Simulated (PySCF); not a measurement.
# What a mistake does to a calculation on GeH7NOSi

These are calculations, not measurements. They come from PySCF 2.14.0, an open-source quantum chemistry program, on an isolated molecule that a program drew, which may never have been made. The molecule is GeH7NOSi (charge 0, singlet), drawn as the SMILES string `N[SiH2][O][GeH3]`.

Each row is a Hartree-Fock (HF) and frozen-core CCSD(T) single point in the cc-pV(D+d)Z basis, meant for a local HF minimum. Run 1 is clean. Each other run has one planted mistake out of seven kinds, and not every kind appears here: one electron removed, one electron added, multiplicity raised by two, geometry at a saddle point, minimal basis STO-3G, one bond length entered in bohr, all coordinates scaled. The reference is restricted for singlets and unrestricted otherwise, and also for a bond in bohr. Adding or removing an electron swaps singlet and doublet. Electrons count all cores. HOMO and LUMO are orbital energies over both spins, the gradient is its largest component, and the lowest frequency (negative if imaginary) is given only where the gradient is small. Bond lengths are over the 10 bonds as drawn. T1 is the CCSD diagnostic: over 0.02 (restricted) or 0.045 (unrestricted) a single reference is doubtful. Germanium has the cc-pVDZ-PP basis, with a core potential (ECP10MDF) in place of its 10 inner electrons, and its 3s, 3p and 3d shells are frozen in CCSD(T).

Geometry of the clean run:
```xyz
11
GeH7NOSi, angstrom
N     1.7165    0.7707    1.1302
Si    0.3961    1.7712    0.7012
O    -0.6373    1.0910   -0.3742
Ge   -2.1273    1.3530   -1.2979
H     1.5384   -0.0532    1.6750
H     2.4146    0.5722    0.4370
H     0.9519    3.0070    0.1074
H    -0.3472    2.0795    1.9426
H    -1.9300    2.5625   -2.2131
H    -3.2741    1.6028   -0.3172
H    -2.3606    0.0814   -2.1069
```

```
run  electrons  basis functions  <S^2>  HOMO (eV)  LUMO (eV)  gradient (hartree/bohr)  lowest frequency (cm^-1)  mean bond (Å)  longest bond (Å)      T1  HF (hartree)  CCSD(T) (hartree)                 mistake
  1         68              109  0.000     -11.17       3.68                  3.1e-06                        21         1.4673             1.773  0.0121    -715.79394         -716.41334                no fault
  2         67              109  0.758     -15.89      -6.60                  1.1e-01                         -         1.4673             1.773  0.0196    -715.47584         -716.05363    one electron removed
  3         68              109  0.000     -11.03       3.51                  2.3e-02                         -         1.5143             1.829  0.0131    -715.78312         -716.40975  all coordinates scaled
  4         69              109  0.758       2.74       8.27                  7.3e-02                         -         1.4673             1.773  0.0211    -715.67504         -716.31606                       ?
```

**Which mistake was planted in run 4, and what did it cost?**

It counts 69 electrons, one more than the clean run, at the same geometry and basis. So the mistake is: one electron added. Subtracting run 1 and multiplying by 627.51 kcal/mol a hartree, the energy moved by 74.6 kcal/mol in HF and 61.0 kcal/mol in CCSD(T).

Cautions from the logs. Run 4: the HOMO is above zero, so the electron isn't bound and the energy depends on the basis.
